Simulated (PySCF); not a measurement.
## Correlation energy of Ga (gallium, neutral)

[Ar] 3d10 4s2 4p1, 2P determinant. All numbers are calculated (PySCF 2.14, the non-relativistic Hamiltonian (point nucleus), in pcseg-2). Frozen: [Ar] 3d10; 3 electrons correlated.

MP2 pair energies summed by pair of shells (mhartree):

```
 pair  energy  share (%)
4s-4s  -19.85       58.9
4s-4p  -13.83       41.1
```

Total MP2 correlation energy: -33.68 mhartree.

Same-spin part -2.47 and opposite-spin part -31.21 mhartree; SCS-MP2 scales them by 1/3 and 6/5 to -38.28 mhartree.

```csv
level,correlation energy (mhartree)
CCSD,-46.77
(T),-0.85
CCSD(T),-47.62
```

Diagnostics: T1 = 0.013, D1 = 0.0296, largest double amplitude 0.080.

Is a single reference adequate?

Mostly. T1 lies below 0.03, but a double amplitude of this size points to a near-degeneracy that CCSD handles and MP2 describes poorly.
